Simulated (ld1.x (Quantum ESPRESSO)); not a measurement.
Transferability test, TM potential for chromium

* Element: Cr (Z = 24)
* Generator: ld1.x (Quantum ESPRESSO) 7.5
* Type: norm-conserving Troullier–Martins (Kleinman–Bylander form)
* Functional: PW91
* Relativity: fully relativistic
* Frozen core: [Ne] 3s2
* Valence charge: 12
* Reference configuration: 3p6 3d5 4s1 4p0
* Partial waves: 3p (bound): rc 0.95 bohr; 3d (bound): rc 1.80 bohr; 4f channel at 0.05 Ry: rc 1.80 bohr; 4s (bound): rc 2.10 bohr
* Local potential: the s channel
* Core correction: none

Open shells are filled in proportion to 2j + 1 (rel_dist='average').

Energies are relative to the spin-unpolarised reference configuration 3p6 3d5 4s1 4p0; without spin polarisation the order of configurations can differ from experiment. The frozen-core shift is the all-electron ΔE with the core orbitals held at their reference shape minus the fully relaxed ΔE.

| valence configuration | charge | ΔE all-electron (eV) | error AE − PS (meV) | frozen-core shift (meV) |
| --- | --- | --- | --- | --- |
| 3p6 3d4 4s0 4p0 | +2 | 23.061 | -103 | +9.6 |
| 3p6 3d3 4s0 4p0 | +3 | 53.908 | -474 | +102 |
| 3p6 3d4 4s1 4p1 | 0 | 3.541 | -696 | +10 |
| 3p6 3d6 4s0 4p0 | 0 | 1.717 | -60 | +3.3 |
| 3p6 3d5 4s0 4p1 | 0 | 3.141 | -397 | +0.2 |
| 3p5 3d5 4s1 4p0 | +1 | 51.569 | -413 | +27 |

**Question.** What are ΔE and the potential's error for 3p6 3d5 4s0 4p0?

**Answer.** ΔE = 6.935 eV all-electron; the error (AE − PS) is -7.7 meV.

These tests converged, but a pseudo level misses the all-electron one widely, so the file describes the atom poorly there or has found another state: 3p6 3d3 4s0 4p0: empty 4p by 2.8 eV (a node warning on the way). ld1.x printed “convergence not achieved” for 2 of the counted tests; their residual had stalled under 1e-8, short of the target of 1e-14.
